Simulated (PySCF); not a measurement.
Energy of Mn(2+) (manganese, charge +2) between two integer charges

The 3d alpha orbital of [Ar] 3d5 is emptied in steps (occupation f), with all orbitals relaxed, ending at [Ar] 3d4. Computed with PySCF 2.14 in aug-pcseg-2 (7s5p4d3f2g, 81 functions), with no relativity, point nucleus. The exact energy is a straight line in f; departures are measured from the line between the end points of the same method.

Task: Among BHandHLYP, wB97X, HSE06, which shows the largest delocalisation error (convex curve), and which is closest to linear?

Result: Most convex: HSE06 (-1.482 eV at f = 0.4); closest to linear: BHandHLYP (-0.739 eV).

```json
{"f": "1", "BHandHLYP (eV)": "0.000", "wB97X (eV)": "0.000", "HSE06 (eV)": "0.000"}
{"f": "0.8", "BHandHLYP (eV)": "-0.483", "wB97X (eV)": "-0.497", "HSE06 (eV)": "-0.975"}
{"f": "0.6", "BHandHLYP (eV)": "-0.732", "wB97X (eV)": "-0.756", "HSE06 (eV)": "-1.473"}
{"f": "0.4", "BHandHLYP (eV)": "-0.739", "wB97X (eV)": "-0.766", "HSE06 (eV)": "-1.482"}
{"f": "0.2", "BHandHLYP (eV)": "-0.497", "wB97X (eV)": "-0.517", "HSE06 (eV)": "-0.995"}
{"f": "0", "BHandHLYP (eV)": "0.000", "wB97X (eV)": "0.000", "HSE06 (eV)": "0.000"}
```

```csv
method,E(f=0) − E(f=1) (eV),−ε at f=1 (eV),−ε at f=0.4 (eV)
BHandHLYP,33.649,30.668,34.229
wB97X,33.634,30.574,34.223
HSE06,34.028,27.979,35.216
```

Reference removal energy between the ground levels: 33.668 ± 0.012 eV (measured; NIST Atomic Spectra Database, ionization energies). The calculation has no spin-orbit coupling. The determinant left behind need not be the lowest term of the ion.
